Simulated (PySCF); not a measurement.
**Excitation energy of Zn by level of theory**

Zn [Ar] 3d10 4s2 (1S) → Zn [Ar] 3d9 4s2 5s1 (3D), as a difference of total energies. Calculation: PySCF 2.14, in aug-cc-pVDZ-DK; the spin-free X2C one-electron Hamiltonian (Gaussian nucleus). Correlated levels: valence: [Ar] frozen. The calculations carry no spin-orbit coupling.

| method | excitation energy (eV) |
| --- | --- |
| UHF | 11.988 |
| MP2 (valence) | 14.769 |
| SCS-MP2 (valence) | 14.408 |
| CCSD (valence) | 14.072 |
| CCSD(T) (valence) | 14.217 |

How much does correlation contribute at CCSD(T) (valence)?

14.217 − (11.988) = 2.229 eV, measured against UHF.

The upper state lies above the first ionisation limit, where it may autoionise and the basis confines it. A Rydberg-like electron needs more diffuse functions than a valence basis has.

The promoted electron is Rydberg-like, and one or two diffuse shells describe it only roughly, which tends to raise the upper state.
